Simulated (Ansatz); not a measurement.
Input for Ansatz (a first-principles code): R-CCSD(T)/aug-cc-pV(D+d)Z on C2H9BS (a complex). Files ending in .json are basis or fitting sets from the Basis Set Exchange.

Ansatz 0.2 input:
```yaml
crystal:
  periodic: [false, false, false]
  atoms:
    - {symbol: B, position_ang: [-0.32926278, 0.60267203, 0.75954861]}
    - {symbol: H, position_ang: [0.00165623, -0.22085688, -0.05593228]}
    - {symbol: H, position_ang: [-1.49506387, 0.90385229, 0.70558004]}
    - {symbol: H, position_ang: [0.43342644, 1.52902770, 0.89040317]}
    - {symbol: C, position_ang: [1.56008720, -0.64847500, 2.64860351]}
    - {symbol: S, position_ang: [-0.21289618, -0.38274859, 2.44371035]}
    - {symbol: C, position_ang: [-0.48910883, 0.89144739, 3.69118652]}
    - {symbol: H, position_ang: [1.76332770, -1.06317209, 3.63431575]}
    - {symbol: H, position_ang: [1.86142579, -1.35698636, 1.88006721]}
    - {symbol: H, position_ang: [2.08590257, 0.29343365, 2.50133945]}
    - {symbol: H, position_ang: [-0.30063631, 0.48774552, 4.68436843]}
    - {symbol: H, position_ang: [-1.53101821, 1.19246495, 3.60600413]}
    - {symbol: H, position_ang: [0.15423142, 1.74505331, 3.48423038]}
basis:
  gaussian:
    orbitals: aug-cc-pV_D+d_Z.json
magnetization: {spin_polarized: false}
correlation: {method: ccsd_t, electrons: outside_noble_gas}
scf: {lower_state_search: off}
```

Output:

```
WARN ansatz: RAYON_NUM_THREADS=1 ignored (pool sized by the plan → 1); use --threads N
Functional definition: HF
these checks for a lower state are left out or cut short: stability, starts, cluster_reference, orbital_swaps, neighbouring_geometries, increment
integrals: 0.75 GiB planned
1768 factors; integrals over basis functions are off by at most 9.0e-4 eV
mean field: 0.65 GiB planned
mean field evaluation 1: about -13689.0309 eV, gradient 3.1e1 eV
mean field evaluation 2: about -13689.0872 eV, gradient 3.1e1 eV
mean field evaluation 4: about -13692.1513 eV, gradient 3.1e0 eV
mean field evaluation 8: about -13692.1911 eV, gradient 1.6e-1 eV
mean field -13692.19124135 eV, -503.1787472189 hartree, gradient 4.3e-6 eV, S^2 0.000000; 0 other end points of the search recorded, 0 dependent functions left out
8 core orbitals not correlated
reference -13692.19124135 eV, -503.1787472189 hartree; 13, 13 occupied and 161, 161 virtual orbitals, 1768 factors
second order -15.58957258 eV of doubles, -0.00000000 eV of singles
coupled cluster: 2.17 GiB planned
cycle   1  -16.82952370 eV  change    -1.2e0 eV  update   9.0e-2
cycle   2  -17.33341136 eV  change   -5.0e-1 eV  update   2.6e-2
cycle   3  -17.39295139 eV  change   -6.0e-2 eV  update   9.1e-3
cycle   4  -17.39177471 eV  change    1.2e-3 eV  update   2.5e-3
cycle   5  -17.39142906 eV  change    3.5e-4 eV  update   8.7e-4
cycle   6  -17.39134656 eV  change    8.3e-5 eV  update   3.0e-4
cycle   7  -17.39131953 eV  change    2.7e-5 eV  update   1.1e-4
cycle   8  -17.39133037 eV  change   -1.1e-5 eV  update   4.1e-5
cycle   9  -17.39132696 eV  change    3.4e-6 eV  update   1.3e-5
perturbative correction -0.58983067 eV, -0.0216758772 hartree
Total energy: -13710.17239897 eV, -503.8395425736 hartree
Checks for a lower state left out: stability, starts, cluster_reference, orbital_swaps, neighbouring_geometries, increment
```

The calculation finished and met its thresholds.

Cost: roughly 80 core-seconds.
